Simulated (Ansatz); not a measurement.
`[BH2][SnH2][SiH2][SiH3]` + SiH₄ → `[BH2][SnH2][SiH3]` + `[SiH3][SiH3]` at 600 K and 1 bar (formal exchange of groups at the Sn–Si bond).

Gas-phase electronic energies from Ansatz, PBE0-D4/def2-TZVP geometries. CBS: MP2 limit from def2 TZ/QZ plus the TZ coupled-cluster correction, frozen cores. This one scheme is used for every species. Elements past krypton have def2 core potentials. For Sn outer-core shells are correlated without core-valence functions, which leaves a few kJ/mol of doubt a bond. Each species was taken in one conformer, which may not be the lowest.

```csv
species,CCSD(T)/CBS energy (Eh),H − E (kJ/mol),S (J/(mol·K))
`[BH2][SnH2][SiH2][SiH3]`,-822.33733,282.1,555.6
SiH₄,-291.46306,108.7,242.3
`[BH2][SnH2][SiH3]`,-532.05307,215.8,458.4
`[SiH3][SiH3]`,-581.74359,174.5,343.9
```

H − E and S are ideal-gas, rigid-rotor, harmonic terms from PBE0-D4/def2-TZVP, for one conformer and one mirror image of each species. 1 Eh = 2625.50 kJ/mol, R = 8.31446 J/(mol·K).

Problem. By hand: ΔE, ΔH, ΔS and ΔG.

Solution. ΔE = (-532.05307) + (-581.74359) − (-822.33733) − (-291.46306) = 0.00373 Eh = 9.8 kJ/mol. Δ(H − E) = 215.8 + 174.5 − 282.1 − 108.7 = -0.5, so ΔH = 9.3 kJ/mol. ΔS = 458.4 + 343.9 − 555.6 − 242.3 = 4.4 J/(mol·K). ΔG = 9.3 − 600 × (4.4)/1000 = 6.7 kJ/mol.

Problem. By hand: the equilibrium constant, and the temperature at which ΔG would vanish if ΔH and ΔS stayed fixed.

Solution. log₁₀ K = −ΔG/(RT ln 10) = -0.6. ΔG = 0 at ΔH/ΔS = 2114 K, though so small a ΔH makes that figure unsure.

The number of gas molecules stays the same, so ΔS is small and ΔH decides. A doubt of 5 kJ/mol in ΔE shifts log₁₀ K by 0.4 here. Other conformers and mirror images would add mixing entropy, several J/(mol·K) or more a flexible species. Modes under 60 cm⁻¹, often nearly free rotors, make the harmonic entropy too high. These are equilibria of isolated gas molecules and say nothing of rates. Largest T1 diagnostic: 0.014 (customary marks: 0.02 for closed shells, 0.045 for open ones).
